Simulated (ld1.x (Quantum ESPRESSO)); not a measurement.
Debugging a pseudopotential input (Cr, ld1.x (Quantum ESPRESSO) 7.5)

Command:

```bash
ld1.x < Cr.in > Cr.out
```

Input:

```
&input
   title='Cr', zed=24., rel=2, dft='PBE', iswitch=3, dx=0.1,
   config='[Ar] 3d5 4s1 4p0', rel_dist='average',
   nld=5, rlderiv=3.05, eminld=-2.0, emaxld=5.0, deld=0.02
 /
 &inputp
   pseudotype=2, tm=.false., lloc=0,
   nlcc=.true., rcore=1.35,
   file_pseudopw='Cr.UPF', file_wfcaegen='ae.wfc', file_wfcncgen='nc.wfc', file_beta='beta', file_chi='chi'
 /
3
4P  2  1   0.00   0.00  2.80  2.80  0.0
3D  3  2   5.00   0.00  1.45  1.45  0.0
4S  1  0   1.00   0.00  2.30  2.30  0.0
 &test
   configts(1)='3d5 4s1 4p0'
 /
```

Output (end):

```
     s(2S/2S) =  1.000000  <r> =   0.2929  <r2> =    0.1014  r(max) =   0.2521
     s(2P/2P) =  1.000000  <r> =   0.2579  <r2> =    0.0820  r(max) =   0.1867
     s(2P/2P) =  1.000000  <r> =   0.2607  <r2> =    0.0837  r(max) =   0.2064
     s(3S/3S) =  1.000000  <r> =   0.9019  <r2> =    0.9401  r(max) =   0.7573
     s(3P/3P) =  1.000000  <r> =   0.9599  <r2> =    1.0896  r(max) =   0.7573
     s(3P/3P) =  1.000000  <r> =   0.9691  <r2> =    1.1106  r(max) =   0.8369
     s(3D/3D) =  1.000000  <r> =   1.5099  <r2> =    3.3007  r(max) =   0.8369
     s(3D/3D) =  1.000000  <r> =   1.5218  <r2> =    3.3604  r(max) =   0.8369
     s(4S/4S) =  1.000000  <r> =   3.4473  <r2> =   13.9004  r(max) =   2.7786
     s(4P/4P) =  1.000000  <r> =   5.2596  <r2> =   33.3231  r(max) =   3.7507
     s(4P/4P) =  1.000000  <r> =   5.3128  <r2> =   33.9898  r(max) =   4.1452

     ------------------------ End of All-electron run ------------------------

     --------------------- Generating NC pseudopotential ---------------------

      Generating local pot.: lloc=0, matching radius rcloc =   2.3000

      Computing core charge for nlcc:

       r > 1.38 : true rho core
       r < 1.38 : rho core = a sin(br)/r    a=   4.16  b=   1.84

      Integrated core pseudo-charge :   4.31

     Fully relativistic calculation: |psi|^2

     Wfc 4P LC norm =  0.99999080 SC norm =  0.00000920 missing  0.00000000

     Wfc 4P LC norm =  0.99999099 SC norm =  0.00000901 missing  0.00000000

     Wfc 3D LC norm =  0.99987468 SC norm =  0.00012532 missing  0.00000000

     Wfc 3D LC norm =  0.99987583 SC norm =  0.00012417 missing  0.00000000

      Wfc   4P  rcut= 2.779  Estimated cut-off energy=       22.01 Ry
      This function has    0 nodes for 0 < r <    2.779
           1         150         149   101.69174906768752

 %%%%%%%%%%%%%%%%%%%%%%%%%%%%%%%%%%%%%%%%%%%%%%%%%%%%%%%%%%%%%%%%%%%%%%%%%%%%%%
     Error in routine compute_chi (1):
     n is too large
 %%%%%%%%%%%%%%%%%%%%%%%%%%%%%%%%%%%%%%%%%%%%%%%%%%%%%%%%%%%%%%%%%%%%%%%%%%%%%%

     stopping ...
```

Q: This input was made by a single change from one that runs to its end. What was changed?

A: The change: mesh step dx=0.1. The program stops during the generation: "compute_chi: n is too large".
